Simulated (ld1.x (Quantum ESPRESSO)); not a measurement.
Values are calculated unless marked as measured or tabulated.
## Potentials for molybdenum compared

Generated with ld1.x 7.5 (TM, RRKJ, ultrasoft, PAW), atompaw 4.2 or ONCVPSP 4.0.1. The cutoff is in Ry: for ld1.x and atompaw files where the sum of valence levels is converged to 10 mRy in a Bessel basis, for ONCV files where the hardest occupied wave has 1 mHa per electron of residual kinetic energy. The error is the largest all-electron minus pseudo excitation energy over each file’s own four to seven test configurations (ionisations up to +4, promotions, holes and added fractions of an electron), all of which were solved. The labels leave out finer settings (local radius, basis sizes, second energies), which also bear on the numbers. Spin-polarised tests are not counted. The rows are a selection from randomly drawn settings: files with unsolved tests, undetermined cutoffs or missed reference levels are left out.

| potential | cutoff (Ry) | largest error (meV) | bound ghosts |
| --- | --- | --- | --- |
| TM, LDA (PZ), scalar-relativistic, rc 2.35/1.45/1.95 (spd), local s, core correction yes, reference 4p6 4d5 5s1 5p0 | 55 | -580 | none |
| PAW, PBEsol, scalar-relativistic, rc 3.40/3.55/2.45 (spd), local smoothed, core correction yes, reference 4d5 5s1 5p0 | 18 | -482 | none |
| ultrasoft, LDA (PZ), scalar-relativistic, rc 3.10/3.85/1.55 (spd), local smoothed, core correction no, reference 4d5 5s1 5p0 | 40 | -338 | none |
| TM semilocal, PBE, scalar-relativistic, rc 2.95/3.35/2.50 (spd), local d, core correction no, reference 4d5 5s0.5 5p0 | 30 | -50 | none |

(1) Fill in the row for Mo: RRKJ, PBE, fully relativistic, rc 3.10/3.40/2.50/3.30 (spdf), local s, core correction no, reference 4d5 5s0.75 5p0.

Answers

(1) cutoff 25 Ry, largest error -67 meV, bound ghosts: none.
